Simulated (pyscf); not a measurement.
**Four-centre exchange: BiH₃ + H₃C–Zn–CH₃ → H₃C–BiH₂ + H₃C–ZnH**

Gas phase, singlet surface, charge 0. Bonds broken: Bi1–H2, Zn5–C6. Bonds formed: Bi1–C6, H2–Zn5. PySCF, gas phase, ωB97X-D3(BJ)/def2-SVP geometries.

Transition state (Å):

```xyz
13

Bi    -2.7103    -0.8170     0.3001
H     -1.3618    -0.5316     2.0193
H     -2.1038    -2.4667     0.6942
H     -2.3344    -1.2016    -1.4348
Zn    -0.2257     0.2578     1.1087
C     -1.0874     1.0916    -0.6619
C      1.6476     0.7191     1.4791
H     -0.4229     0.7350    -1.4638
H     -0.7048     2.0629    -0.2942
H     -2.0662     1.3117    -1.1117
H      1.7231     1.4249     2.3240
H      2.2380    -0.1712     1.7528
H      2.1305     1.1904     0.6067
```

One imaginary mode, 394i cm⁻¹; descent along it reached the two sides named, in the forms told below.

| bond | change | reactant side (Å) | saddle | product side |
|---|---|---|---|---|
| Bi1–H2 | breaks | 1.790 | 2.204 | 3.2 |
| Zn5–C6 | breaks | 1.960 | 2.138 | 3.0 |
| Bi1–C6 | forms | 3.5 | 2.7 | 2.262 |
| H2–Zn5 | forms | 2.590 | 1.656 | 1.563 |

Electronic energies relative to the separated reactants (kcal/mol):

```
level                   barrier  reaction energy  reverse barrier
----------------------  -------  ---------------  ---------------
ωB97X-D3(BJ)/def2-TZVP     25.3             +2.2             23.1
PBE/def2-TZVP              29.5             +4.0             25.4
r²SCAN/def2-TZVP           27.8             +3.7             24.1
B3LYP-D3(BJ)/def2-TZVP     30.6             +2.8             27.8
PBE0-D3(BJ)/def2-TZVP      28.8             +3.7             25.1
M06-2X/def2-TZVP           29.9             +3.4             26.5
ωB97M-D3(BJ)/def2-TZVP     33.2             +3.7             29.4
HF/def2-TZVP               46.5             +2.2             44.3
```

With ωB97M-D3(BJ)/def2-TZVP energies and thermal terms (ideal gas, 1 atm, RRHO with modes under 100 cm⁻¹ raised to 100, one conformer, R ln 2 for chiral ones without a mode under 150 cm⁻¹), in kcal/mol:

| T (K) | ΔH‡ | ΔG‡ | ΔH | ΔG |
|---|---|---|---|---|
| 298 | 33.6 | 43.7 | +4.0 | +3.3 |
| 600 | 34.0 | 53.8 | +3.9 | +2.6 |
| 900 | 34.6 | 63.5 | +3.9 | +2.0 |
| 1200 | 35.3 | 73.0 | +3.9 | +1.3 |

On the reactant side the descent ends in a complex (not fully relaxed), 5.1 kcal/mol under the separated species and 30.4 kcal/mol under the saddle at ωB97X-D3(BJ)/def2-TZVP. On the product side the descent ends in an adduct with a Bi–Zn contact, 6.5 kcal/mol under the separated species and 29.6 kcal/mol under the saddle at ωB97X-D3(BJ)/def2-TZVP. This is the saddle that the search found; another between the same sides may lie lower. Elements up to Kr have no core potential and no relativistic terms here. Elements past Kr carry the def2 core potentials, without spin-orbit coupling.
